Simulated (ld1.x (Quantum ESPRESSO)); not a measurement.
# Before and after: TM potential for Ge (Z = 32)

Ge, norm-conserving Troullier–Martins (Kleinman–Bylander form), made with ld1.x (Quantum ESPRESSO) 7.5 (LDA (PZ), scalar-relativistic). Core [Ne] 3s2, reference 3p6 3d10 4s2 4p0.5 (charge +1.5). Waves: 4s (bound): rc 1.20 bohr; 3p (bound): rc 0.90 bohr; 3d (bound): rc 0.80 bohr. Local part: all-electron potential smoothed inside 0.95 bohr (lloc = -1). Core correction: none.

Occupied shells without a wave of their own: 4p. They enter only through the test configuration that unscreens the potential.

Change: wave 3d (bound): rc 0.80 bohr becomes 3d (bound): rc 0.76 bohr.

Cutoffs: the cutoffs (Ry, on a coarse ladder) from which the occupation-weighted sum of valence levels, in a spherical-Bessel basis at the reference potential, stays within 10 and 1 mRy of its value at 400 Ry; they do not see the model core or the augmentation charge, which bear on the density cutoff. Errors are all-electron minus pseudo energies relative to the spin-unpolarised reference configuration.

Question: How do hardness, ghosts and transferability respond?

Answer: Both files keep a bound ghost (s); the errors of the 9 common tests hardly move.

| quantity | base | changed |
| --- | --- | --- |
| cutoff, loose | over 300 Ry | over 300 Ry |
| cutoff, tight | over 300 Ry | over 300 Ry |
| bound ghosts | s | s |
| error for 3p6 3d10 4s2 4p2, meV [ΔE -14.41 eV] | -4.7 | -4.7 |
| error for 3p6 3d10 4s2 4p1, meV [ΔE -6.78 eV] | -1.9 | -1.9 |
| error for 3p6 3d10 4s2 4p0, meV [ΔE 8.94 eV] | +2.2 | +2.1 |
| error for 3p6 3d10 4s2 4p2.3, meV [ΔE -15.34 eV] | -5.2 | -5.2 |
| error for 3p6 3d10 4s1 4p0, meV [ΔE 44.16 eV] | -0.9 | -1.0 |
| error for 3p6 3d9 4s2 4p2, meV [ΔE 24.53 eV] | -99 | -102 |
| error for 3p6 3d10 4s0 4p4, meV [ΔE 1.95 eV] | -22 | -22 |
| error for 3p6 3d10 4s2 4p0.5 (spin-polarised), meV [ΔE -0.05 eV] | 0.0 | 0.0 |
| error for 3p6 3d10 4s2 4p2 (spin-polarised), meV [ΔE -14.98 eV] | -4.1 | -4.1 |
| s: phases at 1.30 bohr within 0.05 rad from the reference energy up to (Ry; the scan ends near 5) | to the end of the scan | to the end of the scan |
| p: phases at 1.30 bohr within 0.05 rad from the reference energy up to (Ry; the scan ends near 5) | to the end of the scan | to the end of the scan |
| d: phases at 1.30 bohr within 0.05 rad from the reference energy up to (Ry; the scan ends near 5) | 4.2 | 4.2 |

 A true bound ghost makes a file unfit for plane-wave use even where its test errors are small: the radial tests pick states by their node count and pass the ghost by.
